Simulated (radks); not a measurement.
Charge is removed step by step from the 3s level of Ca, starting from [Ar] 4s2. All-electron calculation, non-relativistic Kohn-Sham, r2SCAN, spin-unpolarised, spherical densities, point nucleus; meta-GGA in the generalised Kohn-Sham scheme. Program: a radial shooting solver on a logarithmic mesh with Libxc functionals.

removed (e),E - E(0) (eV),eigenvalue (eV),E minus straight line (eV)
0,0.000,-48.525,0.000
0.125,6.172,-50.226,-0.780
0.25,12.558,-51.964,-1.345
0.375,19.164,-53.735,-1.691
0.5,25.993,-55.536,-1.814
0.625,33.049,-57.367,-1.709
0.75,40.336,-59.224,-1.374
0.875,47.856,-61.107,-0.806
1,55.613,-63.013,0.000

Removing the whole electron costs 55.613 eV by Delta-SCF, against 48.525 eV from minus the eigenvalue at the starting occupation. Slater's transition state (half an electron removed) gives 55.536 eV. Integrating minus the eigenvalue over the occupation (Janak's theorem) gives 55.613 eV. The mean slope of the eigenvalue, de/dn, is 14.5 eV per electron.
